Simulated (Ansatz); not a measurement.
C2H7FSSi can be A, `CC[SiH](F)S`, or B, `CC(S)[SiH2]F`.

Program: Ansatz. Geometries: PBE0-D4/def2-TZVP. ΔE: electronic, gas phase. CCSD(T)/CBS adds triple-zeta CCSD(T) − MP2 to the extrapolated MP2 energy (def2 sets, frozen cores). Functionals use def2-TZVPP. B3LYP here is the variant with VWN-RPA as its local correlation; programs differ in this. One conformer a species, not always the lowest.

Q: Which is lower in electronic energy at CCSD(T)/CBS, and by how much? (Estimate.)

A: Computed: A, by 112.0 kJ/mol.

Q: Give E(B) − E(A) in kJ/mol with LDA (SPW92), PBE0-D4, CCSD/def2-TZVPP, PBE-D4, B3LYP, B3LYP-D4, BLYP-D4. (Estimate.)

A: Computed: LDA (SPW92) 107.7, PBE0-D4 114.4, CCSD/def2-TZVPP 113.1, PBE-D4 111.1, B3LYP 115.2, B3LYP-D4 112.2, BLYP-D4 108.7. None reverses the order clearly.

Q: Does the order hold for the free energy at 298.15 K (harmonic terms from PBE0-D4)? (An estimate is asked.)

A: Ansatz gave: Yes: G(B) − G(A) = +108.5 kJ/mol, for one conformer each.

Largest T1 diagnostic: 0.011.

Leaving LDA and LC-ωPBE aside and taking each functional with its dispersion term where it has one, the values, not all of them listed here, spread over 11.2 kJ/mol, from BLYP-D4 to B97M-V. LDA lies −5.3 kJ/mol from PBE without D4. The D4 term adds −3.0 kJ/mol with B3LYP and −1.5 kJ/mol with PBE0; it sums over pairs of atoms, weighted by their polarisabilities, and B3LYP, whose exchange is more repulsive, gets the larger term.
